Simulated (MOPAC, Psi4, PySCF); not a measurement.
Interaction energy of H3Al ··· H3Al (SMILES [AlH3] and [AlH3]). Monomers: optimised at B3LYP-D3(BJ) (def2-TZVP), held rigid. Orientation: lowest of the rigid-body minima from ten starts at GFN2-xTB. R is the distance of the centres of mass, along which the second monomer moves.

- RKS-B3LYP/3-21G = restricted B3LYP/3-21G, no counterpoise correction in PySCF 2.14.0
- MP2/aug-cc-pVTZ = DF-MP2/aug-cc-pVTZ, frozen core, counterpoise-corrected (Psi4)
- PM3, restricted, heats of formation (MOPAC)
- wB97X-D/def2-TZVP, counterpoise-corrected (Psi4)

Interaction energies in kJ/mol:

| R / Å | RKS-B3LYP/3-21G | MP2/aug-cc-pVTZ | PM3 |
|---|---|---|---|
| 2.77 | 20.76 | -1.99 | -57.33 |
| 2.97 | 6.66 | -10.08 | -20.79 |
| 3.15 | -0.13 | -12.75 | 0.05 |
| 3.50 | -5.72 | -12.68 | 13.41 |
| 3.74 | -6.71 | -11.12 | 14.32 |
| 4.30 | -6.01 | -6.95 | 7.70 |
| 4.96 | -3.90 | -3.50 | 2.72 |
| 5.95 | -1.28 | -1.23 | 0.29 |
| 7.29 | -0.23 | -0.36 | -0.24 |

Task: Estimate the wB97X-D/def2-TZVP values at these points.

Result: 2.77: -8.65; 2.97: -15.52; 3.15: -17.83; 3.50: -17.47; 3.74: -15.42; 4.30: -8.97; 4.96: -4.03; 5.95: -1.36; 7.29: -0.37 (kJ/mol).
